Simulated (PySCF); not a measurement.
CH4F2Sn, SMILES [CH3][SnH]([F])[F].

The structure is a stationary point at PBE0-D3(BJ)/def2-SVP. The def2 effective core potentials stand for the cores of Sn; spin–orbit coupling is left out.

These are PBE0/def2-TZVP (PySCF) values and carry that method's errors.

Symmetry labels are those of the subgroup Cs that the program uses (full group Cs).

Computed valence orbital energies around the gap with their symmetry:
```csv
orbital,symmetry,energy (eV)
HOMO−7,A",-12.38
HOMO−6,A",-11.59
HOMO−5,A',-11.39
HOMO−4,A',-11.26
HOMO−3,A",-10.73
HOMO−2,A",-10.60
HOMO−1,A',-10.37
HOMO,A',-9.23
LUMO,A',-0.81
LUMO+1,A",-0.39
LUMO+2,A',0.01
LUMO+3,A',1.32
```
